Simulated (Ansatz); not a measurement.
Species: C₂H₉N₂Si, charge 0, multiplicity 2. It need not be the lowest isomer of its formula. 
Structure (B3LYP-D3(BJ)/def2-TZVP (Ansatz, a program for electronic structure) minimum search):
```xyz
14

C     -1.4690    -0.4892    -1.0046
Si    -0.0090     0.0051     0.0629
C      1.6415    -0.3084    -0.7705
N      0.0108    -0.9390     1.5518
N     -0.1492     1.6944     0.3631
H     -1.4228    -1.5475    -1.2686
H     -2.4156    -0.3180    -0.4869
H     -1.4806     0.0931    -1.9282
H      1.7841    -1.3672    -0.9941
H      2.4695     0.0132    -0.1357
H      1.6938     0.2524    -1.7062
H     -0.0950    -1.9458     1.3991
H     -1.0502     2.0767     0.6079
H      0.5773     2.1688     0.8785
```
Charge 0, spin multiplicity 2.

Basis-set convergence of Hartree-Fock and CCSD(T) correlation energies (hartree) with Ansatz. Correlated levels leave the core frozen unless marked. UHF or UKS for open shells. No spin-orbit coupling. No relativistic terms.

| basis | functions | E(HF) | E(corr, CCSD(T)) |
|---|---|---|---|
| cc-pV(D+d)Z | 124 | -478.85553 | -0.78050 |
| cc-pV(T+d)Z | 285 | -478.93690 | -0.95686 |
| cc-pV(Q+d)Z | 554 | -478.95443 | -1.01106 |

Extrapolating the two largest sets (X = 3 and 4) as X^-3: E(corr) = (64·(-1.01106) - 27·(-0.95686))/37 = -1.0506 Eh, an estimate of the basis-set limit. The largest set recovers 96.2 % of it, the smallest 74.3 %.
